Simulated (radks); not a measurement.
Co II, 26 electrons, occupied as [Ar] 3d8 (the NIST ground configuration).

Calculated with a radial shooting solver on a logarithmic mesh with Libxc functionals: non-relativistic Kohn-Sham, Tao-Mo meta-GGA, spin-polarised, spherical densities, point nucleus; open shells are filled with parallel spins first; meta-GGA in the generalised Kohn-Sham scheme.

Energy parts (eV):
part                      energy
total                 -37608.601
kinetic                37581.548
electron-nucleus      -89535.828
Hartree                15945.960
exchange-correlation   -1600.280

Orbitals (lengths in bohr, moments of r in powers of bohr):
orbital,occ.,eigenvalue (eV),<r^4>,<1/r>
1s up,1,-7532.382,0.00004790,26.53
1s down,1,-7532.380,0.00004790,26.53
2s up,1,-888.5904,0.01075,5.715
2s down,1,-887.8442,0.01071,5.720
2p up,3,-769.5407,0.007979,5.659
2p down,3,-768.8871,0.007942,5.663
3s up,1,-105.0245,0.8337,1.792
3s down,1,-102.9433,0.8408,1.787
3p up,3,-69.6233,1.164,1.660
3p down,3,-67.4995,1.185,1.654
3d up,5,-12.9616,8.517,1.247
3d down,3,-11.0247,11.48,1.213

The highest occupied level is 3d down at -11.025 eV. The electron density at the nucleus is 1.338e+04 e/bohr^3. Summed over all electrons, <r^2> = 20.97 bohr^2, which gives a Langevin (diamagnetic) susceptibility term of -16.6 x 10^-6 cm^3/mol.
